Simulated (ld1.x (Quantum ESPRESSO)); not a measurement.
**An all-electron radial function and its pseudo partner (hydrogen (H))**

Columns: radius, all-electron u(r) and pseudo u(r) of the 1s shell (level -6.33 eV) of hydrogen in the configuration 1s1; PBEsol, non-relativistic, TM scheme, ld1.x (Quantum ESPRESSO) 7.5.

| r (bohr) | all-electron | pseudo |
| --- | --- | --- |
| 0.070 | 0.1227 | 0.0976 |
| 0.140 | 0.2287 | 0.1928 |
| 0.210 | 0.3197 | 0.2836 |
| 0.280 | 0.3974 | 0.3678 |
| 0.350 | 0.4631 | 0.4435 |
| 0.420 | 0.5181 | 0.5095 |
| 0.490 | 0.5638 | 0.5648 |
| 0.560 | 0.6012 | 0.6093 |
| 0.630 | 0.6312 | 0.6434 |
| 0.700 | 0.6547 | 0.6680 |
| 0.770 | 0.6726 | 0.6847 |
| 0.840 | 0.6854 | 0.6950 |
| 0.910 | 0.6939 | 0.7004 |
| 0.980 | 0.6986 | 0.7024 |
| 1.050 | 0.6999 | 0.7017 |
| 1.120 | 0.6983 | 0.6989 |
| 1.190 | 0.6942 | 0.6943 |
| 1.260 | 0.6879 | 0.6879 |
| 1.330 | 0.6798 | 0.6798 |
| 1.400 | 0.6701 | 0.6701 |
| 1.470 | 0.6590 | 0.6590 |
| 1.540 | 0.6468 | 0.6468 |
| 1.610 | 0.6337 | 0.6337 |
| 1.680 | 0.6197 | 0.6197 |
| 1.750 | 0.6052 | 0.6052 |
| 1.820 | 0.5902 | 0.5902 |

(1) How many radial nodes do the two functions have?

(2) At about which radius was the pseudo-wave matched?

(3) Where does each function peak?

(4) Is the pseudo-wave norm-conserving?

Results:

(1) The all-electron 1s function has n − l − 1 = 0; the pseudo-wave has 0.

(2) 1.35 bohr. The columns agree to 0.0005 from 1.19 bohr on; several derivatives are matched, so the curves merge somewhat inside the radius.

(3) Outermost all-electron maximum near 1.05 bohr, pseudo maximum near 0.98 bohr (to the table’s step).

(4) Yes: the TM scheme keeps the norm inside the radius equal to the all-electron one, which fixes the energy derivative of the logarithmic derivative at the level.
